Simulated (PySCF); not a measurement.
CF2, SMILES F[C]F (connectivity only; charge and spin as stated), neutral, multiplicity 1. Atoms are numbered in the order given.

```xyz
3

F      0.0000    -1.0325     0.1990
C      0.0000     0.0000    -0.5969
F      0.0000     1.0325     0.1990
```

The structure is a stationary point at B3LYP-D3(BJ)/def2-TZVP. The isomer is the one that the SMILES or the coordinates give; other isomers of the formula were not compared.

Two levels are set side by side: PBE/pcSseg-2 (PySCF) and PBE0/pcSseg-2 (PySCF). GIAO shifts against CFCl3 (¹⁹F), TMS (¹³C) at the same level; non-relativistic, no solvent, atoms listed together averaged. Differences are taken from unrounded values.

```tsv
quantity	PBE0	PBE	PBE minus PBE0
δ(¹⁹F) of F1, F3 (ppm)	243.6	229.5	-14.1
δ(¹³C) of C2 (ppm)	329.6	317.9	-11.8
```

Rough cost on one machine, each run with all the roots and properties that it gave: PBE0 against PBE within a factor of 2.
